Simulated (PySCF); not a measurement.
# From a computed spectrum to the compound

A species of 3 atoms with charge -1 has these harmonic modes (PBE0, small Gaussian bases with core potentials, PySCF 2.14.0):

```tsv
cm⁻¹	km/mol	symmetry
67	17.4	a'
325	35.0	a'
469	75.7	a'
```

Q: Which species is it, and in which structure?

A: [YbSF]− (singlet):
```xyz
3

Yb   -0.1638    0.0000   -0.2066
S     2.1143    0.0000    0.7542
F    -2.0587    0.0000    0.6225
```
Ideal gas at 298.15 K and 1 bar: S = 310.8 J/(mol K), Cp = 53.8 J/(mol K), H − H(0 K) = 13.7 kJ/mol (rigid rotor, harmonic modes, spin degeneracy alone). 
 Other answers can fit too; this one was computed.
